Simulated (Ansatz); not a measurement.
Stepwise reaction of `[SiH3][NH][GeH3]` with water, as a gas-phase model of exchange steps in deposition or etching. ΔE in kJ/mol.

Gas-phase electronic energies from Ansatz, PBE0-D4/def2-TZVP geometries. CCSD(T)/CBS is the MP2 limit (def2-TZVPP, def2-QZVPP) plus CCSD(T) − MP2 in def2-TZVPP, frozen cores. This one scheme is used for every species. Functionals use def2-TZVPP. B3LYP here is the variant with VWN-RPA as its local correlation; programs differ in this. For Ge outer-core shells are correlated without core-valence functions, which leaves a few kJ/mol of doubt a bond. Scalar relativity is left out up to krypton. One conformer a species, not always the lowest.

```csv
step,reaction,PBE-D4,B3LYP-D4,ωB97M-V,CCSD(T)/CBS
1,`[SiH3][NH][GeH3]` + H₂O → `[OH][GeH2][NH][SiH3]` + H₂,-21.7,-23.4,-23.0,-21.7
3,`O[SiH2][NH][GeH2][OH]` + H₂O → `[OH][GeH2][NH][SiH](O)O` + H₂,-102.2,-107.1,-109.0,-105.1
```

(1) Give the row of step 2, `[OH][GeH2][NH][SiH3]` + H₂O → `O[SiH2][NH][GeH2][OH]` + H₂. (Best estimate.)

(2) By hand: ΔE of the 3 steps together at CCSD(T)/CBS.

Results:

(1) Computed: 
```csv
step,reaction,PBE-D4,B3LYP-D4,ωB97M-V,CCSD(T)/CBS
2,`[OH][GeH2][NH][SiH3]` + H₂O → `O[SiH2][NH][GeH2][OH]` + H₂,-86.8,-93.1,-93.7,-90.1
```

(2) (-21.7) + (-90.1) + (-105.1) = -216.9 kJ/mol, or -72.3 kJ/mol a step.

In ΔE each step is lower than the one before. All are downhill at CCSD(T)/CBS. PBE-D4 differs from CCSD(T)/CBS by 0.0 to 3.3 kJ/mol a step. Isolated molecules leave out the surface, adducts and barriers. Largest T1 diagnostic: 0.012.
